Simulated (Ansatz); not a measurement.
Born–Oppenheimer molecular dynamics of H$_{9}$OPSi$_{2}$ (13 atoms, charge 0, multiplicity 1). It starts at the highest image of a converged band. Of that band: Neighbouring images differ by up to 3.1 eV, so the band resolves the path poorly. A vibrational analysis at the climbing image gives one clearly imaginary mode, 311i cm⁻¹: a first-order saddle point.

The calculation used RHF/6-31G* (Ansatz).

```json
{
  "ensemble": "NVE (velocity Verlet)",
  "time step": "0.5 fs",
  "steps asked": "200",
  "starting velocities drawn for": "100 K",
  "seed": "3013"
}
```

Frames 2.5 fs apart, positions in Å, forces in eV/Å.

Velocities at 0 fs (Å/ps):

```
Si 1.28 0.73 -1.24
O -1.86 2.61 4.22
Si 0.04 -0.31 0.58
H -4.83 1.81 -15.42
H 6.73 2.62 14.18
H 3.43 -10.34 -6.05
H -26.05 1.31 -1.39
H 4.24 -7.17 -3.87
H 6.56 -13.74 -13.91
P 0.13 -0.78 -0.42
H -4.02 -0.64 0.78
H 7.38 5.33 -1.11
H -4.56 -8.27 -9.00
```

```xyz
13
Properties=species:S:1:pos:R:3:forces:R:3 time_fs=0 energy_less_start_eV=0.000 T=100
Si -0.088 -0.301 0.070 0.01 0.00 -0.01
O -0.345 -0.675 1.835 0.02 -0.04 0.02
Si -1.441 -0.127 3.050 -0.01 0.01 0.00
H -2.793 -0.497 2.631 0.00 0.01 0.00
H -1.023 -0.834 4.260 0.00 0.00 0.00
H -1.280 1.322 3.165 0.01 0.00 0.00
H 1.143 0.412 -0.258 0.00 0.01 -0.01
H -1.126 0.767 0.151 -0.01 0.00 0.00
H -0.640 -1.262 -0.881 0.00 0.00 0.00
P 1.727 -2.528 0.825 0.00 0.00 -0.01
H 1.299 -3.223 -0.318 0.00 0.00 0.00
H 2.791 -1.843 0.216 0.00 0.00 0.00
H 0.304 -1.423 1.962 -0.02 0.03 0.00
13
Properties=species:S:1:pos:R:3:forces:R:3 time_fs=2.5 energy_less_start_eV=0.066 T=54
Si -0.085 -0.300 0.067 -0.94 -1.04 -0.13
O -0.350 -0.669 1.845 0.41 -0.39 -0.37
Si -1.441 -0.128 3.051 -0.26 -0.58 0.26
H -2.802 -0.492 2.595 0.31 0.06 0.23
H -1.008 -0.825 4.291 -0.23 0.18 -0.41
H -1.271 1.301 3.151 0.01 0.46 0.07
H 1.088 0.421 -0.263 0.96 0.45 -0.20
H -1.119 0.751 0.141 -0.28 0.16 0.01
H -0.621 -1.291 -0.911 0.17 0.44 0.43
P 1.727 -2.530 0.823 0.23 0.21 -0.10
H 1.289 -3.224 -0.316 0.05 0.04 -0.01
H 2.806 -1.832 0.215 -0.32 -0.20 0.13
H 0.290 -1.440 1.940 -0.12 0.23 0.10
13
Properties=species:S:1:pos:R:3:forces:R:3 time_fs=5 energy_less_start_eV=0.070 T=51
Si -0.084 -0.300 0.064 -0.59 -0.74 -0.15
O -0.353 -0.664 1.854 0.49 -0.42 -0.71
Si -1.441 -0.130 3.053 -0.26 -0.24 0.26
H -2.794 -0.483 2.572 0.24 0.01 0.30
H -1.007 -0.807 4.300 -0.26 0.10 -0.37
H -1.262 1.305 3.140 -0.04 0.33 0.09
H 1.085 0.452 -0.279 0.68 0.22 -0.08
H -1.126 0.744 0.132 -0.28 0.11 0.01
H -0.594 -1.297 -0.917 0.09 0.41 0.39
P 1.728 -2.531 0.822 0.09 0.22 -0.01
H 1.283 -3.223 -0.315 0.08 0.04 -0.05
H 2.803 -1.832 0.221 -0.25 -0.17 0.06
H 0.271 -1.445 1.925 0.01 0.13 0.25
13
Properties=species:S:1:pos:R:3:forces:R:3 time_fs=7.5 energy_less_start_eV=0.067 T=53
Si -0.084 -0.302 0.060 0.44 0.53 0.07
O -0.354 -0.661 1.860 0.40 -0.28 -0.89
Si -1.442 -0.132 3.056 -0.06 0.74 -0.01
H -2.773 -0.475 2.566 -0.15 -0.10 0.21
H -1.020 -0.785 4.288 -0.10 -0.19 0.09
H -1.255 1.326 3.135 -0.12 -0.18 0.07
H 1.118 0.495 -0.299 -0.29 -0.38 0.22
H -1.149 0.742 0.124 -0.03 -0.11 0.02
H -0.562 -1.280 -0.902 -0.18 -0.08 -0.08
P 1.729 -2.532 0.821 -0.33 0.05 0.20
H 1.281 -3.220 -0.317 0.09 0.02 -0.07
H 2.787 -1.841 0.230 0.13 0.07 -0.15
H 0.253 -1.443 1.924 0.21 -0.09 0.34
13
Properties=species:S:1:pos:R:3:forces:R:3 time_fs=10 energy_less_start_eV=0.119 T=17
Si -0.083 -0.303 0.057 0.87 1.24 0.38
O -0.353 -0.658 1.863 0.43 -0.37 -0.84
Si -1.443 -0.133 3.058 0.07 1.31 -0.26
H -2.761 -0.472 2.572 -0.45 -0.17 0.09
H -1.039 -0.773 4.281 0.05 -0.39 0.44
H -1.256 1.339 3.133 -0.15 -0.43 0.07
H 1.137 0.517 -0.307 -0.73 -0.63 0.34
H -1.174 0.734 0.116 0.19 -0.25 0.03
H -0.541 -1.268 -0.892 -0.37 -0.47 -0.47
P 1.729 -2.533 0.820 -0.52 -0.05 0.26
H 1.285 -3.216 -0.322 0.07 0.00 -0.05
H 2.777 -1.846 0.230 0.33 0.20 -0.24
H 0.245 -1.445 1.942 0.18 0.01 0.24
13
Properties=species:S:1:pos:R:3:forces:R:3 time_fs=12.5 energy_less_start_eV=0.057 T=60
Si -0.081 -0.302 0.054 0.34 0.49 0.27
O -0.351 -0.658 1.863 0.50 -0.54 -0.55
Si -1.444 -0.132 3.061 -0.11 0.85 -0.13
H -2.774 -0.478 2.585 -0.25 -0.11 0.10
H -1.056 -0.782 4.298 0.04 -0.24 0.17
H -1.264 1.328 3.136 -0.09 -0.17 0.08
H 1.117 0.504 -0.296 -0.32 -0.33 0.22
H -1.188 0.712 0.111 0.18 -0.17 0.05
H -0.540 -1.280 -0.906 -0.22 -0.20 -0.22
P 1.729 -2.534 0.820 -0.21 0.13 0.01
H 1.292 -3.212 -0.331 0.05 0.00 0.00
H 2.786 -1.841 0.217 0.08 0.03 -0.04
H 0.248 -1.445 1.974 0.02 0.26 0.03
13
Properties=species:S:1:pos:R:3:forces:R:3 time_fs=15 energy_less_start_eV=0.057 T=60
Si -0.078 -0.300 0.052 -0.67 -1.06 0.02
O -0.347 -0.659 1.861 0.27 -0.34 -0.20
Si -1.446 -0.128 3.062 -0.45 -0.16 0.17
H -2.800 -0.491 2.603 0.19 0.02 0.16
H -1.071 -0.804 4.324 -0.03 0.07 -0.36
H -1.278 1.308 3.144 0.00 0.33 0.09
H 1.081 0.474 -0.273 0.64 0.35 -0.07
H -1.193 0.681 0.108 -0.01 0.09 0.08
H -0.551 -1.303 -0.932 0.06 0.34 0.27
P 1.728 -2.535 0.819 0.18 0.36 -0.27
H 1.302 -3.208 -0.339 0.01 -0.01 0.04
H 2.798 -1.834 0.202 -0.24 -0.19 0.19
H 0.254 -1.432 2.009 0.05 0.18 -0.11
13
Properties=species:S:1:pos:R:3:forces:R:3 time_fs=17.5 energy_less_start_eV=0.088 T=39
Si -0.076 -0.299 0.049 -0.86 -1.72 -0.06
O -0.343 -0.661 1.858 -0.17 0.11 0.08
Si -1.448 -0.125 3.064 -0.56 -0.59 0.25
H -2.815 -0.502 2.631 0.38 0.10 0.10
H -1.087 -0.824 4.330 0.01 0.21 -0.53
H -1.292 1.306 3.157 0.05 0.45 0.07
H 1.079 0.462 -0.253 0.89 0.59 -0.18
H -1.198 0.655 0.110 -0.15 0.30 0.09
H -0.559 -1.307 -0.944 0.18 0.50 0.39
P 1.727 -2.535 0.818 0.23 0.41 -0.34
H 1.313 -3.205 -0.345 -0.03 -0.05 0.04
H 2.798 -1.838 0.197 -0.21 -0.18 0.22
H 0.262 -1.409 2.037 0.24 -0.13 -0.14
13
Properties=species:S:1:pos:R:3:forces:R:3 time_fs=20 energy_less_start_eV=0.040 T=72
Si -0.076 -0.303 0.047 0.10 -0.82 0.14
O -0.338 -0.663 1.856 -0.30 0.18 0.31
Si -1.452 -0.123 3.067 -0.29 -0.07 -0.01
H -2.811 -0.508 2.664 0.13 0.07 -0.09
H -1.102 -0.831 4.307 0.18 0.08 -0.17
H -1.304 1.327 3.174 0.03 0.00 0.02
H 1.123 0.481 -0.242 -0.05 0.05 0.00
H -1.211 0.645 0.118 -0.02 0.28 0.07
H -0.557 -1.285 -0.934 0.08 0.15 0.05
P 1.727 -2.535 0.817 -0.06 0.23 -0.19
H 1.323 -3.204 -0.349 -0.07 -0.08 0.03
H 2.787 -1.851 0.205 0.13 0.03 0.06
H 0.284 -1.392 2.056 0.15 -0.09 -0.22
13
Properties=species:S:1:pos:R:3:forces:R:3 time_fs=22.5 energy_less_start_eV=0.088 T=39
Si -0.075 -0.307 0.045 0.85 0.37 0.63
O -0.335 -0.665 1.855 -0.19 0.04 0.44
Si -1.456 -0.121 3.070 0.14 0.56 -0.38
H -2.799 -0.510 2.691 -0.27 -0.01 -0.29
H -1.106 -0.835 4.275 0.35 -0.16 0.36
H -1.313 1.349 3.192 0.01 -0.43 -0.04
H 1.166 0.503 -0.231 -0.84 -0.42 0.12
H -1.224 0.651 0.130 0.24 0.09 0.02
H -0.552 -1.254 -0.923 -0.13 -0.37 -0.46
P 1.726 -2.534 0.815 -0.32 0.08 -0.06
H 1.328 -3.208 -0.350 -0.07 -0.08 0.05
H 2.784 -1.863 0.215 0.39 0.20 -0.09
H 0.314 -1.380 2.063 -0.14 0.14 -0.28
13
Properties=species:S:1:pos:R:3:forces:R:3 time_fs=25 energy_less_start_eV=0.078 T=46
Si -0.073 -0.312 0.045 0.66 0.53 0.74
O -0.333 -0.666 1.855 -0.31 0.22 0.33
Si -1.459 -0.118 3.071 0.32 0.36 -0.40
H -2.802 -0.513 2.701 -0.30 -0.01 -0.32
H -1.090 -0.846 4.262 0.32 -0.14 0.39
H -1.322 1.348 3.208 0.03 -0.36 -0.06
H 1.162 0.503 -0.214 -0.76 -0.39 0.07
H -1.223 0.663 0.143 0.35 -0.07 -0.03
H -0.553 -1.243 -0.937 -0.14 -0.37 -0.45
P 1.725 -2.532 0.813 -0.18 0.19 -0.16
H 1.329 -3.217 -0.349 -0.04 -0.04 0.06
H 2.801 -1.864 0.222 0.20 0.06 -0.03
H 0.337 -1.361 2.054 -0.15 0.01 -0.13
13
Properties=species:S:1:pos:R:3:forces:R:3 time_fs=27.5 energy_less_start_eV=0.039 T=73
Si -0.070 -0.315 0.046 -0.33 -0.41 0.40
O -0.332 -0.666 1.856 -0.52 0.51 0.13
Si -1.462 -0.115 3.072 0.25 -0.63 -0.10
H -2.821 -0.515 2.694 0.09 0.08 -0.17
H -1.056 -0.865 4.269 0.06 0.17 -0.06
H -1.329 1.327 3.220 0.07 0.13 -0.04
H 1.118 0.483 -0.194 0.15 0.13 -0.13
H -1.203 0.671 0.154 0.20 -0.07 -0.07
H -0.562 -1.252 -0.975 0.08 0.11 0.08
P 1.724 -2.531 0.810 0.14 0.42 -0.31
H 1.329 -3.228 -0.344 0.01 0.00 0.05
H 2.829 -1.862 0.226 -0.19 -0.18 0.11
H 0.351 -1.343 2.037 -0.01 -0.26 0.12
```

Of the whole run (100 fs, mean temperature of the second half 442 K): The conserved energy stayed within 0.072 meV per atom of its start (net change 0.048 meV per atom), so the integration is sound. The kinetic energy rose, since the run started high on the potential surface and went downhill. It ends in pieces (H4OSi + H5PSi), so much of that is their flight and rotation, not heat. A run of 0.1 ps of so small a system gives no equilibrium averages. The orbitals stay closed-shell, which can raise the energy where a bond breaks towards radicals; this wasn't checked here.

Time of the run: 7.4 min on 1 thread of Arm Neoverse V1 (shared host), peak memory 0.17 GiB.
